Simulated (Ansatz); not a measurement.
Ideal-gas functions of CuH (`[CuH]`) at 500 K and 1 bar, from an Ansatz frequency run at PBE0-D4/def2-TZVP.

Molar mass 64.55 g/mol, point group C∞v (symmetry number 1), electronic degeneracy 1, moments of inertia 2.188 u Å². Harmonic wavenumbers (cm⁻¹, unscaled): 1860.

Use S(trans) = R[1.5 ln M + 2.5 ln T − 1.1517]; rotational temperatures θ = 24.2544 K / I; S(rot) = R[ln(T/σθ) + 1]; for each mode x = 1.438777 ν̃/T, S = R[x/(eˣ − 1) − ln(1 − e⁻ˣ)] and H = RT x/(eˣ − 1); 1 cm⁻¹ = 0.0119627 kJ/mol; R = 8.31446 J/(mol·K).

**Question.** By hand: the entropy, in J/(mol·K).

**Answer.** Translation 171.6. Rotation: θ = 11.0852 K, giving 40.0. Vibration, mode by mode: 0.25, in all 0.3. Electronic 0.0. Sum 211.9 J/(mol·K).

**Question.** By hand: H − E and G − E in kJ/mol, counted from the electronic energy.

**Answer.** Zero-point energy ½ × 1860 × 0.0119627 = 11.1; thermal vibration 0.1; translation, rotation and pV give 3.5 RT = 14.6. H − E = 25.8 kJ/mol, and G − E = 25.8 − 500 × 211.9/1000 = -80.2 kJ/mol.

Vibration gives 0 % of the entropy; all modes have x over 3 and are hardly excited.
